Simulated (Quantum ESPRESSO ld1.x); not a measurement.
These are the eigenvalues of the occupied orbitals of an atom or ion with whole-number occupations (Ry). All-electron calculation, scalar-relativistic Kohn-Sham, LDA (Slater exchange, VWN5 correlation), spin-polarised, spherical densities, point nucleus. Program: ld1.x of Quantum ESPRESSO 7.5.

orbital  eigenvalue
1s up      -92.8008
1s down    -92.7939
2s up      -6.49659
2s down    -6.48683
2p up      -4.10229
2p down    -4.09087
3s up      -0.88212

Which element is it, and in what charge state? The configuration may be excited. Open shells, if any, are filled with parallel spins first.

Answer. Z = 12, magnesium, charge +1: Mg+ in [Ne] 3s1. The list shows which subshells hold electrons but not how many an open one holds; the 1s level, -46.4 hartree, gives Z - s = 9.6 by -(Z - s)^2/2, which with screening and relativity narrows Z to a few neighbours, and the depths of the outer levels then fix element, charge and occupations together.
